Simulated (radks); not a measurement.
Yb II, configuration [Kr] 4d10 4f14 5s2 5p5.75 6s1 5f0.25 (fractional occupations, a model configuration). All-electron calculation, Dirac Kohn-Sham, AM05, spin-unpolarised, spherical densities, point nucleus; open shells fill j = l - 1/2 first. Program: a radial shooting solver on a logarithmic mesh with Libxc functionals.

Spin-orbit splittings of the eigenvalues, e(l+1/2) - e(l-1/2), with zeta = 2 splitting/(2l+1) and mean radii in bohr:

| shell | occ. | splitting (eV) | zeta (eV) | <r> j=l-1/2 | <r> j=l+1/2 |
|---|---|---|---|---|---|
| 2p | 6 | 1046 | 697.2 | 0.06875 | 0.07625 |
| 3p | 6 | 221.9 | 148.0 | 0.2062 | 0.2202 |
| 3d | 10 | 48.53 | 19.41 | 0.1935 | 0.1979 |
| 4p | 6 | 50.38 | 33.59 | 0.4958 | 0.5284 |
| 4d | 10 | 9.170 | 3.668 | 0.5538 | 0.5654 |
| 4f | 14 | 1.324 | 0.3782 | 0.7684 | 0.7893 |
| 5p | 5.75 | 6.219 | 4.146 | 1.359 | 1.474 |

Empty levels of this run are not shown, since the potential may be unsettled where no density lies.
